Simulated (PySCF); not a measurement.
Isomers of C6H9FS, one GFN2-xTB conformer each. Single-point energies are computed at PBE0/pcSseg-1 (PySCF, gas phase, no added dispersion term), electronic only.

```
            SMILES  GFN2-xTB relative energy (kJ/mol)
 FC[C@H]1CCC(=S)C1                                0.0
C=C[C@H](F)CC(C)=S                              127.3
```

Conformers: `[F:1][CH2:2][C@H:3]1[CH2:4][CH2:5][C:6](=[S:7])[CH2:8]1` with F1–C2–C3–C4 -59°, C2–C3–C4–C5 160°, C3–C4–C5–C6 -30°, C4–C5–C6–S7 -170°, C5–C6–C8–C3 13°; `[CH2:1]=[CH:2][C@H:3]([F:4])[CH2:5][C:6]([CH3:7])=[S:8]` with C1–C2–C3–F4 5°, C2–C3–C5–C6 53°, C3–C5–C6–C7 84°.

Task: What does PBE0/pcSseg-1 give for the same structures?

Result: 
```tsv
SMILES	PBE0/pcSseg-1 E (Eh)	PBE0/pcSseg-1 (kJ/mol)	GFN2-xTB (kJ/mol)	point group
FC[C@H]1CCC(=S)C1	-731.50569	0.0	0.0	C1
C=C[C@H](F)CC(C)=S	-731.47249	87.2	127.3	C1
```

Both levels put the same isomer lowest. As drawn, the higher has a C=C bond outside aromatic rings, which the lower lacks.

Task: Which frontier levels, dipoles and rotational constants go with these structures?

Result: 
```
            SMILES  HOMO (eV, PBE0/pcSseg-1)  LUMO (eV)  dipole (D)       A, B, C (MHz)
 FC[C@H]1CCC(=S)C1                     -6.23      -1.94        3.48  3807, 921.4, 824.2
C=C[C@H](F)CC(C)=S                     -6.32      -1.98        1.87    2277, 1332, 1083
```
